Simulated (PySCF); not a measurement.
# Radial density of V⁺ (vanadium, charge +1)

M06-L, [Ar] 3d4, high-spin 5D determinant. Computed with PySCF 2.14 in x2c-TZVPall, with scalar relativity by spin-free X2C-1e.

| r (bohr) | 4πr²ρ (e/bohr) | 4πr²(ρα − ρβ) |
| --- | --- | --- |
| 0.00125 | 0.2030 | 0.0000 |
| 0.00210 | 0.5185 | 0.0001 |
| 0.00354 | 1.305 | 0.0002 |
| 0.00595 | 3.158 | 0.0004 |
| 0.0100 | 7.120 | 0.0009 |
| 0.0168 | 14.22 | 0.0017 |
| 0.0283 | 23.24 | 0.0026 |
| 0.0477 | 27.44 | 0.0029 |
| 0.0802 | 22.32 | 0.0048 |
| 0.135 | 22.90 | 0.0298 |
| 0.227 | 29.61 | 0.1668 |
| 0.381 | 14.81 | 0.7728 |
| 0.642 | 10.22 | 2.0598 |
| 1.08 | 9.804 | 2.3288 |
| 1.82 | 2.345 | 1.2177 |
| 3.05 | 0.3872 | 0.3701 |
| 5.14 | 0.02767 | 0.0277 |
| 8.64 | 0.0001766 | 0.0002 |

Densities and radii are taken from the X2C orbitals without a picture-change correction, which distorts them close to the nucleus.

⟨L²⟩ = 7.66 against 6 for a pure D term, so this real determinant mixes terms. The s, p, d and f populations moved away from the nominal configuration during the SCF.
